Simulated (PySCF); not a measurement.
CH₁₂N₂Si₃, SMILES [SiH](C[SiH2][SiH3])(N)N.

Coordinates come from a PBE0-D3(BJ)/def2-SVP optimisation. This is a generated structure with no PubChem entry under its InChIKey; it may be hypothetical. One conformer was computed; it need not be the lowest.

Computed with PySCF with SMD-B3LYP/6-31G*.

Solvation free energies are E(SMD) − E(gas) at the gas-phase geometry, for 1 M in both phases. In vacuum the dipole moment is 1.71 D.

Computed solvation free energies in water, cyclohexanone, dichloromethane:
```tsv
solvent	ΔG(solv) (kcal/mol)	its non-electrostatic (CDS) part	dipole (D)
water	-0.4	6.2	2.14
cyclohexanone	-3.6	2.4	2.10
dichloromethane	-4.6	0.9	2.08
```
